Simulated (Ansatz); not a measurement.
Reaction (atomization): `[SiH3][SiH2][GeH2][GeH2][GeH2][SiH3]` → 3 Ge• + 14 H• + 3 Si•

Computed with Ansatz on PBE0-D4/def2-TZVP structures; ΔE is electronic, products minus reactants. CBS: MP2 limit from def2 TZ/QZ plus the TZ coupled-cluster correction, frozen cores. This one scheme is used for every species, atoms too. Functionals use def2-TZVPP. Open shells (•) are unrestricted, without spin–orbit coupling. Spin–orbit coupling would lower the free atoms: a little for Si; clearly for Ge. For Ge outer-core shells are correlated without core-valence functions, so the limit isn't a true one: a few kJ/mol of doubt a bond, and 10 to 20 or more in all where bonds break to atoms. Scalar relativity is left out up to krypton. Each species was taken in one conformer, which may not be the lowest.

```tsv
level	ΔE (kcal/mol)	difference from CCSD(T)/CBS
revPBE-D4	1285.3	-47.0
r2SCAN0-D4	1321.4	-10.9
CAM-B3LYP-D4	1323.3	-9.0
BLYP	1266.4	-65.9
r2SCAN	1323.2	-9.1
PBE0	1293.6	-38.7
LC-ωPBE	1299.8	-32.5
MP2/def2-SVP	1218.2	-114.1
CCSD(T)/def2-SVP	1238.7	-93.6
SCS-MP2/def2-TZVPP	1297.9	-34.4
CCSD/def2-TZVPP	1293.0	-39.3
MP2/def2-QZVPP	1297.7	-34.6
SCS-MP2/def2-QZVPP	1316.1	-16.2
HF/CBS(def2)	992.1	-340.2
MP2/CBS(def2)	1308.9	-23.4
CCSD/CBS(def2)	1319.3	-13.0
CCSD(T)/CBS	1332.3	0
```

Largest T1 diagnostic among the species: 0.012.

From PBE to PBE0 (25 % exact exchange), in def2-TZVPP and without D4, ΔE moves by +5.0 kcal/mol. Leaving LDA and LC-ωPBE aside and taking each functional with its dispersion term where it has one, the values, not all of them listed here, spread over 55.0 kcal/mol, from revPBE-D4 to ωB97X-V. LDA lies +176.7 kcal/mol from PBE without D4, its usual overbinding. In def2-TZVPP, CCSD(T) changes the Hartree–Fock value by +313.8 kcal/mol (the triples alone add +13.0 kcal/mol) and MP2 by +290.5 kcal/mol; breaking electron pairs costs correlation energy, which Hartree–Fock lacks.

For atomizations the MP2-based limit and the directly extrapolated one differ by several kJ/mol either way, and by 10 to 25 for some Ge, Se and Sn compounds, so smaller differences from it don't rank the levels.
